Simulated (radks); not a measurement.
Results of a calculation; reference values are marked as such.
Question: Coulomb parameter of the 4d shell of the niobium ion Nb+ in the model configuration [Kr] 4d3 5s1, as a second difference U = [E(n + 0.5) + E(n - 0.5) - 2 E(n)] / (0.5)^2 with all orbitals relaxed. "Bare": the charge of the atom changes with n. "Screened": the 5s shell takes up the change at fixed total charge, which measures U(4d,4d) + U(5s,5s) - 2 U(4d,5s). Code: a radial shooting solver on a logarithmic mesh with Libxc functionals. Model: Dirac Kohn-Sham, PBE, spin-unpolarised, spherical densities, finite nucleus; open shells are shared between the two j in proportion to 2j + 1; Fermi nuclear charge, rms radius 4.324 fm. Estimate both.

Answer: U(bare) = 9.488 eV, U(screened by 5s) = 1.113 eV.
